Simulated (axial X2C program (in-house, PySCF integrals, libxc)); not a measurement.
## Estimating the spin–orbit splitting of the π levels of SrI⁻

All values were computed with an in-house all-electron X2C program for linear molecules (integrals from PySCF). Spin-free means the one-electron spin-free X2C Hamiltonian; two-component (2c) means X2C with spin–orbit coupling and atomic mean-field two-electron Coulomb and Gaunt terms, so the difference of the two also holds small scalar two-electron terms. Basis: I dyall-acv3z [12s13p9d5f1g], Sr dyall-acv3z [14s13p9d6f1g] (cores contracted in-house); Gaussian nuclei, density fitting, unrestricted open shells. Masses: I 126.904 u, Sr 87.906 u.

Hartree–Fock at 3.157 Å, closed shell. Valence p splittings ε(p3/2) − ε(p1/2) of spherical Dirac–Hartree–Fock atoms with fractionally filled p shells: I 5p 1.128 eV.

```csv
"filled π level (eV), spin-free",I p share,Sr p share
-5.69,0.90,< 0.02
```

Problem. In first order a p shell splits by 3ζ/2 and a π orbital by ζ. Estimate the splitting of each π level from the shares.

Solution. level -5.69 eV: (2/3) × (0.90 × 1.128) = 0.68 eV.

The two-component Hartree–Fock calculation gives:

```csv
ε(ω = 1/2) (eV),σ share of it,ε(ω = 3/2) (eV),splitting (eV),estimate (eV)
-5.670,0.39,-5.339,0.33,0.68
```

The estimate leaves out the mixing of π1/2 with σ1/2 levels, which pushes the ω = 1/2 spinor up or down, the d and f parts of the orbital, small shares of the strongly split outer-core p shell of a metal, the Gaunt term (absent from the atomic values), and the change of the atomic p orbitals with charge; Löwdin shares depend on the basis.
